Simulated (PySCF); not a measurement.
C₇H₁₃P.
Atom-mapped SMILES: `[CH3:1][CH:2]([CH3:3])[C:4]1=[CH:5][CH2:6][CH2:7][PH:8]1`

Structure used (PBE0-D3(BJ)/def2-SVP), in Å, numbered top down from 1:
```xyz
21
C7H13P angstrom
C     -1.907   -1.278    0.944
C     -1.293   -0.471   -0.191
C     -2.054    0.838   -0.417
C      0.175   -0.201   -0.009
C      0.946   -0.538    1.037
C      2.380   -0.093    1.005
C      2.723    0.233   -0.451
P      1.136    0.685   -1.324
H     -1.386   -2.236    1.087
H     -1.863   -0.722    1.895
H     -2.965   -1.497    0.736
H     -1.389   -1.063   -1.122
H     -3.119    0.644   -0.616
H     -1.651    1.397   -1.277
H     -1.984    1.487    0.471
H      0.557   -1.074    1.908
H      3.060   -0.853    1.425
H      2.494    0.803    1.647
H      3.107   -0.665   -0.961
H      3.483    1.020   -0.562
H      0.987    2.007   -0.780
```

Probes without a nucleus sit at each ring's centroid and 1 Å off its mean plane on both sides; NICS is minus the shielding there, NICSzz its component along the normal. Level: GIAO B97-2/pcSseg-1 (PySCF, non-relativistic, gas phase) on the PBE0-D3(BJ)/def2-SVP geometry, one conformer.

Ring bond lengths (Å): C4–C5 1.342, C5–C6 1.501, C6–C7 1.531, C7–P8 1.867, P8–C4 1.854.

**Question.** What do the NICS probes read (ppm)?

**Answer.** 
```json
{"ring": "C4–C5–C6–C7–P8", "type": "5-membered ring with P; formal bonds 1 double, 4 single", "NICS(0)": "-3.1", "NICS(1), two faces": "-4.4 / -2.6", "NICS(1)zz, two faces": "-3.6 / -0.3", "rms pucker (Å)": "0.12", "centre to ring atoms, mean (Å)": "1.36"}
```

**Question.** What can be read from them?

**Answer.** 
- C4–C5–C6–C7–P8: mean NICS(1)zz -1.9 ppm, near zero. C6, C7 have four or more neighbours, so the value isn't read as a sign of a π ring current. The two faces differ by 3.3 ppm, so no symmetry operation interchanges them.

**Question.** List the ring angles.

**Answer.** 
- C4–C5–C6–C7–P8: C4 112.0°, C5 117.2°, C6 107.3°, C7 107.8°, P8 89.6°; sum 533.9° against 540° for a flat convex ring.

**Question.** How do the values depend on the level or the medium?

**Answer.** 
```tsv
level	NICS(0), C4–C5–C6–C7–P8	mean NICS(1)zz, C4–C5–C6–C7–P8
B97-2/pcSseg-1, gas	-3.1	-1.9
PBE0/pcSseg-1, gas	-3.2	-2.0
PBE0/pcSseg-1, IEF-PCM benzene	-3.2	-2.0
PBE0/pcSseg-1, IEF-PCM dichloromethane	-3.2	-2.0
```

The geometry is the same throughout; the continuum's cavity takes Bondi-type radii × 1.2.
